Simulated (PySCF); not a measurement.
2-butoxy-1,3,2-dioxaphospholane 2-oxide, C6H13O4P.
SMILES: `CCCCOP1(=O)OCCO1`

The closed-shell ground state was solved at several levels (PySCF, density fitting, gas phase, non-relativistic). Isolated species at its PBE0-D3(BJ)/def2-SVP geometry (one conformer only).

| level | basis functions | HOMO (eV) | LUMO (eV) | gap (eV) | dipole (D) |
| --- | --- | --- | --- | --- | --- |
| wB97X-D/def2-SVPD | 340 | -10.27 | 2.09 | 12.36 | 3.90 |
| PBE0/pcSseg-1 | 259 | -8.26 | 1.13 | 9.39 | 3.83 |

Problem. What might wB97X-D/pcSseg-1 (259 basis functions) give for the same quantities?

Solution. HOMO -10.19 eV, LUMO 2.98 eV, gap 13.17 eV, dipole 3.90 D.

Problem. Over all these levels, which gives the widest orbital gap and which the narrowest?

Solution. wB97X-D/pcSseg-1 (range-separated hybrid) has the widest, 13.17 eV, and PBE0/pcSseg-1 (global hybrid, 25 % exact exchange) the narrowest, 9.39 eV. The two share the basis. From the narrowest to the widest the HOMO moves by -1.93 eV and the LUMO by +1.85 eV.

Problem. How far do the dipole and the HOMO energy spread over the levels?

Solution. The dipole runs from 3.83 to 3.90 D (mean 3.88 D) and the HOMO from -10.27 to -8.26 eV.
